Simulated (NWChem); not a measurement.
All runs are NWChem calculations. System: C₄H₄Se, charge 0, spin multiplicity 1, displaced from the optimised geometry. Level: BP86/def2-SVP.

The NWChem input:

```
start mol
memory heap 200 mb stack 900 mb global 1100 mb
geometry units angstroms nocenter noautoz
  C     -0.731475     0.000000     1.721555
  C      0.731475     0.000000     1.721555
  C      1.320762     0.000000     0.445480
  Se     0.000000     0.000000    -0.932836
  C     -1.320762     0.000000     0.445480
  H     -1.341279     0.000000     2.663656
  H      1.341279     0.000000     2.663656
  H      2.410977     0.000000     0.192342
  H     -2.410977     0.000000     0.192342
  symmetry group C2v
end
basis spherical
  * library def2-svp
end
dft
  xc becke88 perdew86
  semidirect memsize 60000000 filesize 0
  iterations 100
  convergence damp 70 ncydp 30
end
task dft gradient
```

Output (cleaned and shortened):

```
             Northwest Computational Chemistry Package (NWChem) 7.3.0
             --------------------------------------------------------

                                NWChem Input Module
                                -------------------

 Scaling coordinates for geometry "geometry" by  1.889725989
 (inverse scale =  0.529177249)

 Turning off AUTOSYM since
 SYMMETRY directive was detected!

                             Geometry "geometry" -> ""
                             -------------------------

 Output coordinates in angstroms (scale by  1.889725989 to convert to a.u.)

  No.       Tag          Charge          X              Y              Z
 ---- ---------------- ---------- -------------- -------------- --------------
    1 C                    6.0000    -0.73147500     0.00000000     1.72155500
    2 C                    6.0000     0.73147500     0.00000000     1.72155500
    3 C                    6.0000     1.32076200     0.00000000     0.44548000
    4 Se                  34.0000     0.00000000     0.00000000    -0.93283600
    5 C                    6.0000    -1.32076200     0.00000000     0.44548000
    6 H                    1.0000    -1.34127900     0.00000000     2.66365600
    7 H                    1.0000     1.34127900     0.00000000     2.66365600
    8 H                    1.0000     2.41097700     0.00000000     0.19234200
    9 H                    1.0000    -2.41097700     0.00000000     0.19234200

 Effective nuclear repulsion energy (a.u.)     303.5843000832

            Nuclear Dipole moment (a.u.)
            ----------------------------
        X                 Y               Z
 ---------------- ---------------- ----------------
     0.0000000000     0.0000000000    -0.0000151178

      Symmetry information
      --------------------

 Group name             C2v
 Group number             16
 Group order               4
 No. of unique centers     5

      Symmetry unique atoms

     1    3    4    6    8


 Summary of "ao basis" -> "" (spherical)
 ------------------------------------------------------------------------------
       Tag                 Description            Shells   Functions and Types
[...]
          Charge           :     0
          Spin multiplicity:     1
          Use of symmetry is: on ; symmetry adaption is: on
          Maximum number of iterations: 100
          AO basis - number of functions:   108
                     number of shells:    48
          Convergence on energy requested:  1.00D-06
          Convergence on density requested:  1.00D-05
          Convergence on gradient requested:  5.00D-04

              XC Information
              --------------
                    Becke 1988 Exchange Functional  1.000
                Perdew 1981 Correlation Functional  1.000 local
                Perdew 1986 Correlation Functional  1.000 non-local

             Grid Information
             ----------------
          Grid used for XC integration:  medium
          Radial quadrature: Mura-Knowles
          Angular quadrature: Lebedev.
          Tag              B.-S. Rad. Rad. Pts. Rad. Cut. Ang. Pts.
          ---              ---------- --------- --------- ---------
          C                   0.70       49          10.0       434
          Se                  1.15      112          10.0       590
          H                   0.35       45          12.0       434
          Grid pruning is: on
          Number of quadrature shells:   300
          Spatial weights used:  Erf1

          Convergence Information
          -----------------------
          Convergence aids based upon iterative change in
          total energy or number of iterations.
          Levelshifting, if invoked, occurs when the
          HOMO/LUMO gap drops below (HL_TOL):  1.00D-02
          DIIS, if invoked, will attempt to extrapolate
          using up to (NFOCK): 10 stored Fock matrices.

                    Damping(70%)  Levelshifting(0.5)       DIIS
                  --------------- ------------------- ---------------
          dE  on:    start            ASAP                start
          dE off:   30 iters        100 iters           100 iters

      Screening Tolerance Information
      -------------------------------
          Density screening/tol_rho:  1.00D-10
          AO Gaussian exp screening on grid/accAOfunc:  14
          CD Gaussian exp screening on grid/accCDfunc:  20
          XC Gaussian exp screening on grid/accXCfunc:  20
          Schwarz screening/accCoul:  1.00D-08

                            NWChem DFT Gradient Module
                            --------------------------

  charge          =   0.00
  wavefunction    = closed shell

  Using symmetry

                         DFT ENERGY GRADIENTS

    atom               coordinates                        gradient
                 x          y          z           x          y          z
   1 C      -1.382287   0.000000   3.253267   -0.001872   0.000000   0.012626
   2 C       1.382287   0.000000   3.253267    0.001872   0.000000   0.012626
   3 C       2.495878   0.000000   0.841835    0.006637   0.000000  -0.011920
   4 Se      0.000000   0.000000  -1.762804    0.000000   0.000000  -0.017992
   5 C      -2.495878   0.000000   0.841835   -0.006637  -0.000000  -0.011920
   6 H      -2.534650   0.000000   5.033580   -0.007182   0.000000   0.011091
   7 H       2.534650   0.000000   5.033580    0.007182   0.000000   0.011091
   8 H       4.556086   0.000000   0.363474    0.013108   0.000000  -0.002800
   9 H      -4.556086   0.000000   0.363474   -0.013108   0.000000  -0.002800

                 ----------------------------------------
                 |  Time  |  1-e(secs)   |  2-e(secs)   |
                 ----------------------------------------
                 |  CPU   |       0.01   |       3.90   |
                 ----------------------------------------
                 |  WALL  |       0.01   |       3.90   |
                 ----------------------------------------

 Task  times  cpu:       14.5s     wall:       14.5s

 Total times  cpu:       14.5s     wall:       14.5s
```
